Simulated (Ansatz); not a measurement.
`[OH][Al]([Br])[O][SiH3]` + `C=CCCC` → `C=CCC[SiH3]` + `C[O][Al]([OH])[Br]`  (formal exchange of groups at the Si–O bond)

Computed with Ansatz on PBE0-D4/def2-TZVP structures; ΔE is electronic, products minus reactants. CBS: MP2 limit from def2 TZ/QZ plus the TZ coupled-cluster correction, frozen cores. DFT in def2-TZVPP. B3LYP here is the variant with VWN-RPA as its local correlation; programs differ in this. For Br outer-core shells are correlated without core-valence functions, which leaves a few kJ/mol of doubt a bond. Scalar relativity is left out up to krypton. Each species was taken in one conformer, which may not be the lowest.

`[OH][Al]([Br])[O][SiH3]`:

```xyz
9

O    -0.370   -2.680    0.849
Al    0.324   -1.151    0.888
Br    1.911   -0.765    2.412
O    -0.137    0.063   -0.166
Si   -0.159    1.526   -0.883
H    -1.055   -2.924    0.228
H     0.054    1.362   -2.344
H    -1.479    2.170   -0.653
H     0.910    2.399   -0.331
```

`C=CCCC`:

Cartesian coordinates in Å:
```
C -2.612 -0.322 -0.292
C -1.579 0.378 0.155
C -0.240 -0.184 0.492
C 0.883 0.412 -0.352
C 2.250 -0.128 0.028
H -3.560 0.148 -0.529
H -2.546 -1.397 -0.435
H -1.689 1.455 0.279
H -0.021 0.012 1.550
H -0.256 -1.272 0.373
H 0.873 1.503 -0.246
H 0.680 0.208 -1.409
H 3.039 0.308 -0.589
H 2.293 -1.214 -0.097
H 2.485 0.092 1.073
```

`C=CCC[SiH3]`:

```xyz
15

C    -0.407    1.245   -1.846
C     0.534    0.919   -0.971
C     0.887   -0.475   -0.571
C     0.694   -0.727    0.929
Si   -1.069   -0.481    1.538
H    -0.626    2.279   -2.087
H    -0.993    0.485   -2.355
H     1.094    1.713   -0.478
H     0.280   -1.180   -1.148
H     1.933   -0.672   -0.835
H     1.353   -0.071    1.510
H     0.996   -1.751    1.174
H    -2.023   -1.185    0.636
H    -1.447    0.955    1.598
H    -1.205   -1.053    2.907
```

`C[O][Al]([OH])[Br]`:

Z-matrix (Å, degrees):
```
C
O 1 1.399
H 1 1.094 2 109.8
H 1 1.096 2 112.4 3 120.6
H 1 1.094 2 109.8 3 -118.7
Al 2 1.667 1 135.9 3 -120.5
Br 6 2.251 2 120.0 1 0.0
O 6 1.681 2 118.9 1 -180.0
H 8 0.956 6 122.2 2 179.9
```

```
         level  ΔE (kcal/mol)
           PBE           38.2
         B3LYP           41.9
 HF/def2-TZVPP           46.3
MP2/def2-QZVPP           44.0
```

(1) What does CCSD(T)/CBS give? (Best estimate.)

Largest T1 diagnostic among the species: 0.010.

## Answers

(1) Computed: +42.8 kcal/mol. The listed levels differ from it by -4.6, -0.9, 3.5, 1.2 kcal/mol.

From PBE to PBE0 (25 % exact exchange), in def2-TZVPP and without D4, ΔE moves by +2.0 kcal/mol. In def2-TZVPP, CCSD(T) changes the Hartree–Fock value by −4.0 kcal/mol (the triples alone add −0.8 kcal/mol) and MP2 by −2.7 kcal/mol. The D4 term adds −1.3 kcal/mol with B3LYP and −0.7 kcal/mol with PBE0; it sums over pairs of atoms, weighted by their polarisabilities, and B3LYP, whose exchange is more repulsive, gets the larger term.
